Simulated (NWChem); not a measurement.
The numbers come from NWChem runs, not from measurements. System: F2Sn, charge 0, spin multiplicity 1, at a geometry optimised with B3LYP/def2-SVP with def2 effective core potentials on Sn. The structure started from a generated list of species. Level: MP2/def2-SVP with def2 effective core potentials on Sn, 6 core orbitals frozen.

Job file:

```
start mol
memory heap 200 mb stack 900 mb global 1100 mb
geometry units angstroms nocenter noautoz
  Sn     0.000000     0.000000     0.346181
  F      1.459591     0.000000    -0.961614
  F     -1.459591     0.000000    -0.961614
  symmetry group C2v
end
basis spherical
  * library def2-svp
end
ecp
  Sn library def2-ecp
end
scf
  rhf
  nopen 0
  maxiter 100
  thresh 1e-7
  semidirect memsize 60000000 filesize 0
end
mp2
  freeze core 6
end
task mp2 energy
```

Part of the output:

```
             Northwest Computational Chemistry Package (NWChem) 7.3.0
             --------------------------------------------------------

                                NWChem Input Module
                                -------------------

 Scaling coordinates for geometry "geometry" by  1.889725989
 (inverse scale =  0.529177249)

 Turning off AUTOSYM since
 SYMMETRY directive was detected!

                             Geometry "geometry" -> ""
                             -------------------------

 Output coordinates in angstroms (scale by  1.889725989 to convert to a.u.)

  No.       Tag          Charge          X              Y              Z
 ---- ---------------- ---------- -------------- -------------- --------------
    1 Sn                  50.0000     0.00000000     0.00000000     0.34618100
    2 F                    9.0000     1.45959100     0.00000000    -0.96161400
    3 F                    9.0000    -1.45959100     0.00000000    -0.96161400

 Effective nuclear repulsion energy (a.u.)     257.7003022851

            Nuclear Dipole moment (a.u.)
            ----------------------------
        X                 Y               Z
 ---------------- ---------------- ----------------
     0.0000000000     0.0000000000    -0.0000037795

      Symmetry information
      --------------------

 Group name             C2v
 Group number             16
 Group order               4
 No. of unique centers     2

      Symmetry unique atoms

     1    2


 Summary of "ao basis" -> "" (spherical)
 ------------------------------------------------------------------------------
       Tag                 Description            Shells   Functions and Types
 ---------------- ------------------------------  ------  ---------------------
 *                          def2-svp                  on all atoms

 Summary of "ao basis" -> "ao basis" (spherical)
 ------------------------------------------------------------------------------
       Tag                 Description            Shells   Functions and Types
 ---------------- ------------------------------  ------  ---------------------
[...]
     1   1 0 0     -0.000000      0.000000      0.000000
     1   0 1 0     -0.000000      0.000000      0.000000
     1   0 0 1      1.656786      0.000000    -18.317246

     2   2 0 0    -30.351933      0.000000    136.940696
     2   1 1 0      0.000000      0.000000      0.000000
     2   1 0 1      0.000000      0.000000      0.000000
     2   0 2 0    -21.224913      0.000000      0.000000
     2   0 1 1     -0.000000      0.000000      0.000000
     2   0 0 2    -27.682629      0.000000     68.854173

                   NWChem MP2 Semi-direct Energy/Gradient Module
                   ---------------------------------------------

  Basis functions       =     54
  Molecular orbitals    =     54
  Frozen core           =      6
  Frozen virtuals       =      0
  Active alpha occupied =     14
  Active beta occupied  =     14
  Active alpha virtual  =     34
  Active beta virtual   =     34
  Use MO symmetry       = T
  Use skeleton AO sym   = T

  AO/Fock/Back tols     =   1.0D-09  1.0D-09  1.0D-09

 GA uses MA = F    GA memory limited = T

 Available:
  local mem=  1.26D+08
 global mem=  1.44D+08
 local disk=  0.00D+00
  mp2_memr nvloc                    34
  nvloc new                    34
   1 passes of  14:        3145728                      18086                   2367920.
   1 passes of  14: M    126149243           G      144173368           F     123003515.

 Semi-direct pass number   1 of   1  for RHF alpha+beta  at        0.9s
  vrange nnbf                  1460
  mp2_eaftype                    10  avail_ma_in_mb                  1099
 EAF : mp2_eaftype filesize          10    1183960.
  mp2_eaf for mointskh                     10
Node 0 wrote      5.6 Mb in      0.0 s     Agg I/O rate:  1065.2 Mb/s
 Done moints_semi at        2.5s
  mp2_eaftype                    10  avail_ma_in_mb                  1089
 EAF : mp2_eaftype filesize          10    1183960.
  mp2_eaf for kh                    10
 Done maket at        2.6s
 Done multipass loop at        2.6s

          -------------------------------------------
          SCF energy                -412.132028057963
          Correlation energy          -0.465375352040
          Singlet pairs               -0.273200760812
          Triplet pairs               -0.192174591227
          Total MP2 energy          -412.597403410003
          -------------------------------------------

          ---------------------------------------------------
                    Spin Component Scaled (SCS) MP2
          Same spin pairs                     -0.128116394152
          Same spin scaling factor             0.333333333333
          Opposite spin pairs                 -0.337258957888
          Opposite spin scaling fact.          1.200000000000
          SCS-MP2 correlation energy          -0.447416214183
          Total SCS-MP2 energy              -412.579444272146
          ---------------------------------------------------

 -----------------------
 Performance information
 -----------------------

 Timer overhead =  3.76D-07 seconds/call

               Nr. of calls         CPU time (s)                 Wall time (s)                GFlops
             ---------------    -------------------     ------------------------------   -------------------
Name         Min   Avg   Max    Min     Avg     Max     Min     Avg     Max   Mx/calls   Min     Max     Sum
mp2: moin     1     1     1    1.6     1.6     1.6      1.6     1.6     1.6     1.6      0.0     0.0     0.0
mp2: make     1     1     1   8.73E-2 8.73E-2 8.73E-2  8.73E-2 8.73E-2 8.73E-2 8.73E-2   0.0     0.0     0.0
mp2: tota     1     1     1    1.8     1.8     1.8      1.8     1.8     1.8     1.8      0.0     0.0     0.0

 The average no. of pstat calls per process was 3.00D+00
 with a timing overhead of 1.13D-06s

 Task  times  cpu:        2.5s     wall:        2.5s

 Total times  cpu:        2.6s     wall:        2.6s
```
